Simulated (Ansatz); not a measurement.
Born–Oppenheimer molecular dynamics of C2H6Cl2Si (11 atoms, charge 0, multiplicity 1). It starts from a relaxed structure.

These are results of RKS revPBE/STO-3G (Ansatz), not measurements.

```yaml
ensemble: NVT, Nosé–Hoover chain
time_step: 0.25 fs
steps_asked: 353
set_temperature: 300 K
thermostat: time constant 100 fs, chain length 3 (defaults)
seed: 196709
```

Frames 5 fs apart, positions in Å.

Velocities at 12.5 fs (Å/ps):

```
Si 0.40 -3.46 -0.90
C 4.60 0.91 2.56
C 1.20 -0.80 2.38
Cl -1.41 -2.09 1.38
Cl -0.31 3.51 -1.82
H -6.96 15.68 0.03
H -3.84 -18.10 -6.50
H -1.93 10.70 -11.19
H 4.39 -5.91 13.76
H 8.68 2.95 -13.07
H -20.14 39.86 -1.56
```

```xyz
11
Properties=species:S:1:pos:R:3 time_fs=12.5 energy_less_start_eV=0.086 T=227
Si -0.777 -0.233 1.329
C 0.625 -0.357 0.096
C 0.314 0.318 -1.261
Cl 1.632 -0.046 -2.526
Cl 0.007 2.212 -1.159
H -0.885 1.150 1.759
H -2.034 -0.642 0.720
H -0.459 -1.085 2.467
H 1.558 0.043 0.542
H 0.819 -1.447 -0.145
H -0.605 -0.094 -1.722
11
Properties=species:S:1:pos:R:3 time_fs=17.5 energy_less_start_eV=0.200 T=130
Si -0.779 -0.246 1.325
C 0.652 -0.358 0.105
C 0.317 0.325 -1.253
Cl 1.625 -0.056 -2.519
Cl 0.007 2.227 -1.168
H -0.922 1.168 1.752
H -2.022 -0.728 0.698
H -0.458 -1.070 2.460
H 1.578 0.028 0.577
H 0.855 -1.391 -0.187
H -0.695 0.080 -1.715
11
Properties=species:S:1:pos:R:3 time_fs=22.5 energy_less_start_eV=0.189 T=141
Si -0.785 -0.256 1.323
C 0.674 -0.357 0.107
C 0.311 0.358 -1.252
Cl 1.619 -0.066 -2.513
Cl 0.010 2.236 -1.175
H -0.972 1.092 1.728
H -1.960 -0.793 0.692
H -0.448 -1.095 2.507
H 1.606 0.065 0.537
H 0.897 -1.426 -0.189
H -0.674 0.094 -1.662
11
Properties=species:S:1:pos:R:3 time_fs=27.5 energy_less_start_eV=0.185 T=146
Si -0.787 -0.272 1.327
C 0.687 -0.351 0.099
C 0.309 0.402 -1.247
Cl 1.611 -0.074 -2.508
Cl 0.017 2.243 -1.180
H -1.059 1.135 1.740
H -1.958 -0.863 0.653
H -0.467 -1.055 2.474
H 1.621 0.120 0.473
H 0.909 -1.394 -0.140
H -0.659 -0.061 -1.655
11
Properties=species:S:1:pos:R:3 time_fs=32.5 energy_less_start_eV=0.215 T=122
Si -0.788 -0.284 1.328
C 0.690 -0.317 0.093
C 0.301 0.415 -1.245
Cl 1.604 -0.081 -2.504
Cl 0.025 2.247 -1.183
H -1.133 1.065 1.713
H -1.916 -0.892 0.641
H -0.460 -1.075 2.533
H 1.619 0.151 0.471
H 0.924 -1.396 -0.148
H -0.563 -0.116 -1.653
11
Properties=species:S:1:pos:R:3 time_fs=37.5 energy_less_start_eV=0.119 T=207
Si -0.786 -0.299 1.330
C 0.684 -0.270 0.095
C 0.305 0.400 -1.244
Cl 1.598 -0.084 -2.503
Cl 0.034 2.248 -1.186
H -1.208 1.037 1.694
H -1.889 -0.929 0.631
H -0.456 -1.062 2.530
H 1.607 0.168 0.532
H 0.919 -1.300 -0.187
H -0.641 -0.054 -1.709
11
Properties=species:S:1:pos:R:3 time_fs=42.5 energy_less_start_eV=0.187 T=151
Si -0.783 -0.314 1.331
C 0.668 -0.221 0.112
C 0.302 0.378 -1.257
Cl 1.594 -0.086 -2.503
Cl 0.043 2.248 -1.188
H -1.261 1.048 1.694
H -1.884 -0.997 0.624
H -0.426 -1.050 2.511
H 1.575 0.216 0.569
H 0.938 -1.274 -0.198
H -0.671 0.095 -1.676
11
Properties=species:S:1:pos:R:3 time_fs=47.5 energy_less_start_eV=0.162 T=176
Si -0.787 -0.324 1.329
C 0.651 -0.195 0.130
C 0.299 0.383 -1.271
Cl 1.591 -0.087 -2.507
Cl 0.055 2.246 -1.189
H -1.260 0.966 1.685
H -1.833 -1.055 0.662
H -0.353 -1.077 2.543
H 1.542 0.326 0.545
H 0.968 -1.223 -0.084
H -0.738 0.089 -1.652
11
Properties=species:S:1:pos:R:3 time_fs=52.5 energy_less_start_eV=0.136 T=204
Si -0.792 -0.337 1.332
C 0.641 -0.177 0.142
C 0.279 0.402 -1.280
Cl 1.588 -0.088 -2.512
Cl 0.069 2.245 -1.190
H -1.307 1.001 1.725
H -1.834 -1.146 0.682
H -0.302 -1.036 2.473
H 1.471 0.455 0.508
H 1.048 -1.226 0.048
H -0.667 -0.028 -1.648
11
Properties=species:S:1:pos:R:3 time_fs=57.5 energy_less_start_eV=0.172 T=177
Si -0.803 -0.345 1.337
C 0.644 -0.159 0.143
C 0.262 0.408 -1.274
Cl 1.586 -0.088 -2.518
Cl 0.082 2.244 -1.192
H -1.343 0.938 1.744
H -1.818 -1.196 0.726
H -0.221 -1.043 2.502
H 1.395 0.558 0.545
H 1.131 -1.138 0.085
H -0.642 -0.127 -1.719
11
Properties=species:S:1:pos:R:3 time_fs=62.5 energy_less_start_eV=0.148 T=203
Si -0.814 -0.356 1.347
C 0.650 -0.124 0.142
C 0.254 0.387 -1.269
Cl 1.584 -0.086 -2.526
Cl 0.094 2.242 -1.196
H -1.408 0.892 1.758
H -1.816 -1.226 0.773
H -0.202 -1.014 2.502
H 1.321 0.612 0.622
H 1.238 -1.076 0.015
H -0.638 -0.052 -1.743
11
Properties=species:S:1:pos:R:3 time_fs=67.5 energy_less_start_eV=0.241 T=128
Si -0.821 -0.371 1.358
C 0.651 -0.094 0.147
C 0.266 0.368 -1.269
Cl 1.582 -0.084 -2.533
Cl 0.103 2.241 -1.200
H -1.482 0.905 1.760
H -1.847 -1.271 0.793
H -0.226 -0.975 2.512
H 1.300 0.663 0.644
H 1.269 -0.981 -0.025
H -0.739 0.052 -1.715
```

Of the whole run (88 fs, mean temperature of the second half 172 K): The conserved energy stayed within 0.03 meV per atom of its start (net change 0.013 meV per atom), so the integration is sound. The mean temperature of the second half is 43 % below the set value. A run of 0.088 ps of so small a system gives no equilibrium averages. Limits of this set-up: minimal basis.

Time of the run: 16 min on 1 thread of Intel(R) Xeon(R) Platinum 8259CL CPU @ 2.50GHz (Skylake/Cascade Lake), on a shared host, peak memory 0.1 GiB.
